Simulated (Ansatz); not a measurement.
The cluster Ag₂Cl₂. The state is a triplet with charge 0. Geometry r2SCAN-D4/def2-SVP, that of the charge +1 doublet; atoms count from 1.

Cartesian coordinates in Å:
```
Ag 1.052 -0.959 0.726
Ag -1.053 0.959 -0.725
Cl -0.822 -1.472 -0.753
Cl 0.823 1.472 0.752
```

In the def2 sets Ag takes a core potential; there is no spin–orbit coupling. At PBE0-D4/def2-TZVP a singlet of charge 0 lies 3.06 eV below the triplet at the same geometry. The structure comes from a short search, and lower isomers may exist.

(1) Estimate the Mulliken populations from the PBE0/def2-TZVP orbitals of Ansatz.

(2) Where does the spin sit?

(3) And the Mayer bond orders between bonded heavy atoms (over 0.3)?

## Answers

(1) 
| atom | charge (e) | spin (α − β) | d electrons |
| --- | --- | --- | --- |
| Ag1 | 0.26 | 0.68 | 9.75 |
| Ag2 | 0.26 | 0.68 | 9.75 |
| Cl3 | -0.26 | 0.32 | – |
| Cl4 | -0.26 | 0.32 | – |
Mulliken values and Mayer orders depend strongly on the basis.

(2) Summed by element: Ag 1.35, Cl 0.65, of 2 unpaired in all. Largest on single atoms: Ag1 0.68, Ag2 0.68, Cl4 0.32.

(3) Ag1–Ag2 0.50 (3.20 Å); Ag1–Cl3 0.53 (2.44 Å); Ag1–Cl4 0.53 (2.44 Å); Ag2–Cl3 0.53 (2.44 Å); Ag2–Cl4 0.53 (2.44 Å).
